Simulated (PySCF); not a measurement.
## Polarisability and C₆ of S⁻ (sulfur, charge -1)

[Ne] 3s2 3p5, 2P determinant. All numbers are calculated (PySCF 2.14, no relativity, point nucleus, in aug-cc-pwCVTZ). Coupled (time-dependent) response in atomic units; α is the mean over directions.

| method | mean α (bohr³) | α xx, yy, zz | C₆ (like pair) | S(−4) |
| --- | --- | --- | --- | --- |
| UHF | 39.24 | 31.48, 43.12, 43.12 | 390.5 | 487.8 |
| BHandHLYP | 41.54 | 33.20, 45.71, 45.71 | 419.1 | 578.4 |
| MN15 | 44.04 | 36.13, 48.00, 48.00 | 444.6 | 703.2 |

S(−4) is the Cauchy moment in α(ω) = α(0) + S(−4) ω² + …

α(iu) at BHandHLYP:

```csv
u (hartree),α(iu) (bohr³)
0,41.54
0.0500,40.17
0.100,36.82
0.200,28.80
0.300,22.06
0.500,13.29
0.750,7.759
1.00,4.997
1.50,2.546
2.00,1.546
3.00,0.7634
5.00,0.3216
```

A single London oscillator, α(iu) = α/(1 + u²/ω²), gives C₆ = (3/4) ω α². Matching the computed C₆ needs ω = 4 × 419.1 / (3 × 41.54²) = 0.324 hartree.

For an ion, C₆ is the dispersion term alone; charge-induced terms of lower order in 1/R come first.

The components differ because the open shell of this determinant is not spherical; for a pure term their mean is the scalar polarisability.
